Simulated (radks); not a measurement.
Problem. Yb LXII, configuration [He] 2s2 2p4 6d1 (not the ground configuration). Method: scalar-relativistic Kohn-Sham, BLYP, spin-unpolarised, spherical densities, point nucleus; computed with a radial shooting solver on a logarithmic mesh with Libxc functionals. Some entries of the table are withheld. Estimate them.

orbital  occ.  eigenvalue (hartree)  <r^2> (bohr^2)
1s          2             -2468.583             (1)
2s          2                   (2)             (3)
2p          4                   (4)             (5)
6d          1             -53.90011          0.7373

Solution. 
(1) 1s <r^2> (bohr^2): 0.0005275
(2) 2s eigenvalue (hartree): -577.4179
(3) 2s <r^2> (bohr^2): 0.007767
(4) 2p eigenvalue (hartree): -535.4743
(5) 2p <r^2> (bohr^2): 0.006247
